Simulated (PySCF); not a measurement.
CH₅BiO₂, SMILES [OH][Bi]([OH])[CH3]. Heavy atoms are numbered as in [Bi:1]([CH3:2])([OH:6])[OH:8]. Hydrogens are named by the atom that carries them.

The structure is a stationary point at B3LYP-D3(BJ)/def2-SVP. The structure was generated by enumeration; whether it is a known compound was not checked. The def2 effective core potentials stand for the cores of Bi; spin–orbit coupling is left out. One conformer was computed; it need not be the lowest.

All values below come from HF/def2-TZVP (PySCF).

ESP charges are fitted to the potential on shells at 1.4 to 2.0 van der Waals radii. Atomic charges (e), one atom of each kind:

| atom | Mulliken | ESP fit | Löwdin |
|---|---|---|---|
| Bi1 | (withheld) | 0.86 | 0.98 |
| C2 (CH3) | -0.61 | -0.71 | -0.55 |
| H on C2 | (withheld) | 0.19 | 0.10 |
| O6 (OH) | (withheld) | -0.76 | -0.50 |
| H on O6 | 0.33 | 0.41 | 0.14 |

Fill in the missing entries. (The exact figures need the calculation; the answer reports its results.)


- Bi1, Mulliken: 1.19
- H on C2, Mulliken: 0.14
- O6 (OH), Mulliken: -0.81
